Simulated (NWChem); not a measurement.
BaO; SMILES [O]=[Ba]

Program: NWChem. Geometry: optimised at PBE0/def2-SVP. def2 effective core potentials on Ba; no spin-orbit coupling. Ions are spin-unrestricted doublets at the neutral geometry; other ion states weren't tried.

What does the run give for PBE/def2-SVP? Quantities: vertical ionisation energy, ΔSCF (eV); −ε(HOMO) (eV).


```
Quantity                               Value
-------------------------------------  -----
vertical ionisation energy, ΔSCF (eV)   7.36
−ε(HOMO) (eV)                           3.57
```
